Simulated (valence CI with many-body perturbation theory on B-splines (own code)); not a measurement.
# E1 transitions of Gd59+

Computed by valence CI with perturbative core correlation (CI+MBPT): three valence electrons over a frozen Dirac-Fock core [He], a basis of 11 s, 11 p, 9 d, 7 f, 5 g, 2 h, 1 i functions for each j, with the one-electron correlation potential Σ1, the two-electron term Σ2, the three-electron term Σ3, Breit, model QED; selected CI, second order for the rest (own B-spline code, finite nucleus).

No measured spectrum was set against this ion. As an estimate, large intervals hold to a few tenths of a per cent, small ones and those within an open d or f shell to about a per cent.

Lines 1 to 50 of 276 in falling wavelength, among levels below 9173.6 eV, chosen from the strongest by gf and those to the six lowest levels. Wavelengths and rates use the calculated energies. Electric multipoles are in the length gauge, E1 and E2 with the static RPA response of the core. Weak lines are less certain than strong ones. Lines between different terms over intervals too small for the method are left out, as are lines whose strength nearly cancels. The highest levels of a list are the least certain.

Levels are named by their leading jj configuration (3d3/2^4 stands for four electrons in 3d with j = 3/2), which in mixed levels can hold well under half, so a name can repeat and another be missing. Letters in brackets count levels of one name in rising energy.

```
λ vac (nm)                          Upper                          Lower   A (s⁻¹)  S (a.u.) with core polarisation  S without
     11.54         (2s 2p3/2 3d5/2) J=9/2         (2s 2p3/2 3p3/2) J=7/2  1.39e+10                         1.05e-01   1.05e-01
     11.48      (2p1/2 2p3/2 3d5/2) J=9/2      (2p1/2 2p3/2 3p3/2) J=7/2  1.61e+10                         1.20e-01   1.21e-01
     11.41  (2p1/2 2p3/2 3d5/2) J=7/2 [b]  (2p1/2 2p3/2 3p3/2) J=5/2 [b]  1.33e+10                         7.83e-02   7.83e-02
     11.40     (2s 2p3/2 3d5/2) J=7/2 [a]     (2s 2p3/2 3p3/2) J=5/2 [a]  1.08e+10                         6.31e-02   6.31e-02
     11.40  (2p1/2 2p3/2 3d5/2) J=7/2 [a]  (2p1/2 2p3/2 3p3/2) J=5/2 [a]  1.47e+10                         8.60e-02   8.60e-02
     11.39         (2s 2p1/2 3d5/2) J=7/2         (2s 2p1/2 3p3/2) J=5/2  1.51e+10                         8.82e-02   8.82e-02
     11.35     (2s 2p3/2 3d5/2) J=7/2 [b]     (2s 2p3/2 3p3/2) J=5/2 [b]  1.19e+10                         6.86e-02   6.86e-02
     11.22          (2p1/2^2 3d5/2) J=5/2          (2p1/2^2 3p3/2) J=3/2  1.71e+10                         7.15e-02   7.15e-02
     11.10             (2s^2 3d5/2) J=5/2             (2s^2 3p3/2) J=3/2  1.32e+10                         5.33e-02   5.33e-02
     11.05     (2s 2p1/2 3d5/2) J=5/2 [a]     (2s 2p1/2 3p3/2) J=3/2 [a]  1.54e+10                         6.14e-02   6.14e-02
     10.66  (2p1/2 2p3/2 3d5/2) J=5/2 [a]  (2p1/2 2p3/2 3p3/2) J=3/2 [a]  1.33e+10                         4.76e-02   4.76e-02
     10.58     (2s 2p1/2 3d5/2) J=5/2 [b]     (2s 2p1/2 3p3/2) J=3/2 [b]  1.57e+10                         5.49e-02   5.49e-02
     8.334     (2s 2p1/2 2p3/2) J=3/2 [a]             (2s^2 2p3/2) J=3/2  6.89e+08                         7.87e-04   7.89e-04
     6.678         (2s 2p1/2 2p3/2) J=5/2             (2s^2 2p3/2) J=3/2  6.18e+09                         5.45e-03   5.46e-03
     5.824             (2s 2p1/2^2) J=1/2             (2s^2 2p1/2) J=1/2  1.62e+10                         3.17e-03   3.17e-03
     5.508          (2p1/2^2 2p3/2) J=3/2         (2s 2p1/2 2p3/2) J=1/2  1.10e+10                         3.62e-03   3.63e-03
     5.048         (2s 2p1/2 2p3/2) J=1/2             (2s^2 2p3/2) J=3/2  1.30e+10                         1.66e-03   1.66e-03
     5.015     (2s 2p1/2 2p3/2) J=3/2 [b]             (2s^2 2p3/2) J=3/2  9.29e+09                         2.31e-03   2.32e-03
     4.909  (2p1/2 2p3/2 3d3/2) J=5/2 [b]  (2p1/2 2p3/2 3p1/2) J=3/2 [b]  8.52e+10                         2.99e-02   2.99e-02
     4.807  (2p1/2 2p3/2 3d3/2) J=3/2 [b]  (2p1/2 2p3/2 3p1/2) J=3/2 [b]  9.76e+10                         2.14e-02   2.14e-02
     4.639     (2s 2p3/2 3d3/2) J=5/2 [a]         (2s 2p3/2 3p1/2) J=5/2  1.08e+11                         3.19e-02   3.20e-02
     4.599     (2s 2p3/2 3d3/2) J=5/2 [a]     (2s 2p3/2 3p1/2) J=3/2 [a]  8.53e+10                         2.46e-02   2.46e-02
     4.545         (2s 2p3/2 3d3/2) J=7/2         (2s 2p3/2 3p1/2) J=5/2  1.76e+11                         6.51e-02   6.51e-02
     4.537     (2s 2p3/2 3d3/2) J=5/2 [b]     (2s 2p3/2 3p1/2) J=3/2 [b]  1.94e+11                         5.38e-02   5.38e-02
     4.527  (2p1/2 2p3/2 3d3/2) J=5/2 [a]  (2p1/2 2p3/2 3p1/2) J=3/2 [a]  1.43e+11                         3.93e-02   3.93e-02
     4.523     (2s 2p1/2 3d3/2) J=3/2 [a]     (2s 2p1/2 3p1/2) J=1/2 [a]  1.81e+11                         3.31e-02   3.31e-02
     4.510     (2s 2p3/2 3d3/2) J=3/2 [a]     (2s 2p3/2 3p1/2) J=3/2 [a]  1.70e+11                         3.08e-02   3.08e-02
     4.497     (2s 2p3/2 3p3/2) J=3/2 [a]        (2s 2p3/2 3s) J=3/2 [a]  2.39e+11                         4.29e-02   4.29e-02
     4.494             (2s^2 3d3/2) J=3/2             (2s^2 3p1/2) J=1/2  1.91e+11                         3.42e-02   3.42e-02
     4.490         (2s 2p1/2 3d3/2) J=5/2         (2s 2p1/2 3p1/2) J=3/2  1.79e+11                         4.79e-02   4.79e-02
     4.489      (2p1/2 2p3/2 3d3/2) J=7/2      (2p1/2 2p3/2 3p1/2) J=5/2  1.73e+11                         6.17e-02   6.17e-02
     4.471     (2s 2p1/2 3p3/2) J=3/2 [b]        (2s 2p1/2 3s) J=1/2 [b]  1.62e+11                         2.86e-02   2.86e-02
     4.463          (2p1/2^2 3d3/2) J=3/2          (2p1/2^2 3p1/2) J=1/2  1.66e+11                         2.92e-02   2.92e-02
     4.459     (2s 2p3/2 3d3/2) J=1/2 [a]     (2s 2p3/2 3p1/2) J=3/2 [a]  2.27e+11                         1.99e-02   1.99e-02
     4.395     (2s 2p3/2 3p3/2) J=5/2 [b]        (2s 2p3/2 3s) J=3/2 [b]  3.11e+11                         7.81e-02   7.81e-02
     4.395  (2p1/2 2p3/2 3p3/2) J=5/2 [a]     (2p1/2 2p3/2 3s) J=3/2 [a]  2.80e+11                         7.04e-02   7.04e-02
     4.356      (2p1/2 2p3/2 3p3/2) J=7/2         (2p1/2 2p3/2 3s) J=5/2  2.49e+11                         8.12e-02   8.12e-02
     4.350          (2p1/2^2 2p3/2) J=3/2         (2s 2p1/2 2p3/2) J=5/2  5.87e+10                         9.54e-03   9.56e-03
     4.343         (2s 2p3/2 3p3/2) J=7/2            (2s 2p3/2 3s) J=5/2  3.26e+11                         1.05e-01   1.05e-01
     4.328         (2s 2p1/2 3p3/2) J=1/2        (2s 2p1/2 3s) J=1/2 [b]  2.92e+11                         2.33e-02   2.33e-02
     4.285  (2p1/2 2p3/2 3p3/2) J=3/2 [b]     (2p1/2 2p3/2 3s) J=3/2 [b]  1.60e+11                         2.49e-02   2.49e-02
     4.255     (2s 2p3/2 3p3/2) J=5/2 [a]        (2s 2p3/2 3s) J=3/2 [a]  1.60e+11                         3.65e-02   3.65e-02
     4.200     (2s 2p1/2 3p3/2) J=3/2 [a]        (2s 2p1/2 3s) J=1/2 [a]  3.36e+11                         4.92e-02   4.92e-02
     4.184     (2s 2p3/2 3p3/2) J=1/2 [a]        (2s 2p3/2 3s) J=3/2 [a]  3.41e+11                         2.46e-02   2.46e-02
     4.170     (2s 2p3/2 3p3/2) J=3/2 [b]        (2s 2p3/2 3s) J=3/2 [b]  1.63e+11                         2.33e-02   2.33e-02
     4.170             (2s^2 3p3/2) J=3/2                (2s^2 3s) J=1/2  3.72e+11                         5.33e-02   5.33e-02
     4.134  (2p1/2 2p3/2 3p3/2) J=5/2 [b]     (2p1/2 2p3/2 3s) J=3/2 [b]  1.47e+11                         3.08e-02   3.09e-02
     4.132         (2s 2p1/2 3p3/2) J=5/2            (2s 2p1/2 3s) J=3/2  3.38e+11                         7.06e-02   7.06e-02
     4.124          (2p1/2^2 3p3/2) J=3/2             (2p1/2^2 3s) J=1/2  2.68e+11                         3.71e-02   3.71e-02
     4.101     (2s 2p3/2 3p3/2) J=3/2 [b]            (2s 2p3/2 3s) J=1/2  2.30e+11                         3.14e-02   3.14e-02
```
